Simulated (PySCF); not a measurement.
# Vanadium: a sound run and one with changed settings

Sound run: V [Ar] 3d3 4s2, V+ [Ar] 3d4. Computed with PySCF 2.14 in cc-pVDZ (6s5p3d1f, 43 functions), with no relativity, point nucleus. The sound run starts from symmetry-adapted Hartree-Fock orbitals and uses a fine grid where one is needed.

Changed run: radial step 0.8 in ln r (0.13 in the sound run). This setting is unsound on purpose.

| species | method | sound run (hartree) | changed run (hartree) | converged |
| --- | --- | --- | --- | --- |
| V | UHF | -942.88963 | -942.88963 | yes |
| V | LDA | -941.72700 | -941.67065 | yes |
| V | PBE | -943.65470 | -943.76888 | yes |
| V+ | UHF | -942.67278 | -942.67278 | yes |
| V+ | LDA | -941.49887 | -941.40799 | yes |
| V+ | PBE | -943.43083 | -943.51521 | yes |

Ionisation energy of V:

```tsv
method	sound run (eV)	changed run (eV)
UHF	5.901	5.901
LDA	6.208	7.147
PBE	6.092	6.903
```

A coarse radial grid mis-integrates the density and the exchange-correlation energy, with errors of either sign; Hartree-Fock needs no grid.

For comparison, NIST gives 6.746 eV between the lowest levels.
